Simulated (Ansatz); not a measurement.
# Forces on a displaced structure

CH₃BO₂ (SMILES OB=CO), closed shell, displaced at random from a GFN2-xTB minimum.

| atom | x (Å) | y (Å) | z (Å) |
| --- | --- | --- | --- |
| O1 | -1.0559 | 1.4456 | -0.9275 |
| B2 | -0.3572 | 0.7267 | -0.2158 |
| C3 | 0.3536 | -0.2699 | 0.5368 |
| O4 | 0.4356 | -1.7397 | 0.7152 |
| H5 | -0.5482 | 2.0296 | -1.4465 |
| H6 | 1.0840 | 0.1146 | 1.2420 |
| H7 | -0.1793 | -2.1238 | 0.0467 |

Program: Ansatz 0.2.0. Basis: def2-TZVPP. Cores are frozen in the correlated methods.

CCSD(T) forces from the calculation:
| atom | Fx | Fy | Fz (eV/Å) |
| --- | --- | --- | --- |
| O1 | -4.079 | 3.742 | -2.196 |
| B2 | 3.861 | -6.597 | 4.055 |
| C3 | 0.419 | -0.394 | 0.651 |
| O4 | -1.297 | 1.561 | -1.813 |
| H5 | 0.575 | 1.019 | -1.621 |
| H6 | -0.216 | 0.288 | 0.116 |
| H7 | 0.737 | 0.380 | 0.807 |

Task: Which atom feels the largest CCSD(T) force, and how large is it?

Result: B2, 8.65 eV/Å, along (0.45, -0.76, 0.47).

Root-mean-square difference of the force components from those of CCSD(T): PBE0-D4 0.206; wB97M-V 0.161; r2SCAN-D4 0.157; PBE-D4 0.258; LC-wPBE 0.234; BLYP-D4 0.284 eV/Å.

No T1 diagnostic of these runs exceeds 0.015. These are differences at one structure, and CCSD(T) in triple zeta is itself an approximation.

For scale, one of the runs: CCSD(T)/def2-TZVPP forces, 166 basis functions (an equivalent command: `ansatz run in.yaml --threads 4`). Hardware: 4 CPU threads, shared host. Wall time 3.1 min; peak host memory 2.8 GiB.
